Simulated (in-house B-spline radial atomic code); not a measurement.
**Hf⁺: [He] 2s1 2p6 3s2 3p6 3d10 4s2 4p6 4d10 4f14 5s2 5p6 5d2 6s2 (with a hole in an inner shell)**

Level of theory: Dirac-Hartree-Fock, average of configuration, Fermi nucleus of rms radius 5.347 fm; calculated with a B-spline radial code for spherical atoms.

Screening seen three ways: the hydrogenic charge with the same mean radius, Z_r = [3n² - l(l+1)]/(2<r>), the one with the same energy, Z_e = n√(-2ε), and Slater's rules. Values are occupation-weighted means over j. An effective charge above Z reflects the relativistic contraction of the inner shells.

| shell | electrons | ε (eV) | <r> (bohr) | Z_r | Z_e | Slater |
| --- | --- | --- | --- | --- | --- | --- |
| 1s | 2 | -66046 | 0.01899 | 79.00 | 69.67 | 71.70 |
| 2s | 1 | -11579 | 0.07967 | 75.31 | 58.35 | 68.20 |
| 2p | 6 | -10230 | 0.07097 | 70.46 | 54.84 | 68.20 |
| 3s | 2 | -2721.7 | 0.2059 | 65.58 | 42.43 | 61.60 |
| 3p | 6 | -2317.8 | 0.2051 | 60.94 | 39.16 | 61.60 |
| 3d | 10 | -1809.5 | 0.1861 | 56.42 | 34.60 | 51.85 |
| 4s | 2 | -593.2 | 0.4635 | 51.77 | 26.41 | 45.25 |
| 4p | 6 | -455.04 | 0.4895 | 46.98 | 23.13 | 45.25 |
| 4d | 10 | -265.3 | 0.5247 | 40.02 | 17.66 | 33.85 |
| 5s | 2 | -95.448 | 1.124 | 33.35 | 13.24 | 15.35 |
| 5p | 6 | -57.865 | 1.302 | 28.04 | 10.31 | 15.35 |
| 4f | 14 | -51.776 | 0.6229 | 28.90 | 7.80 | 22.45 |
| 5d | 2 | -17.344 | 1.964 | 17.57 | 5.65 | 4.65 |
| 6s | 2 | -14.126 | 3.16 | 17.09 | 6.11 | 4.15 |

The least bound orbital is 6s1/2 at -14.13 eV, and it is also the most diffuse (<r> = 3.16 bohr). The part-filled 2s shell lies below the filled 6s shell in orbital energy.

Spin-orbit splittings of the orbital energies (j = l + 1/2 above j = l - 1/2 when positive): 2p 1208 eV, 3p 266.8 eV, 3d 59.03 eV, 4p 62.05 eV, 4d 11.91 eV, 5p 8.924 eV, 4f 2.201 eV, 5d 0.561 eV.

For the 1s electron the small component carries 7.34 % of the norm, the zero-frequency Breit interaction raises the level by 216.5 eV, self-energy by 137.6 eV, and vacuum polarisation lowers it by 25.26 eV.
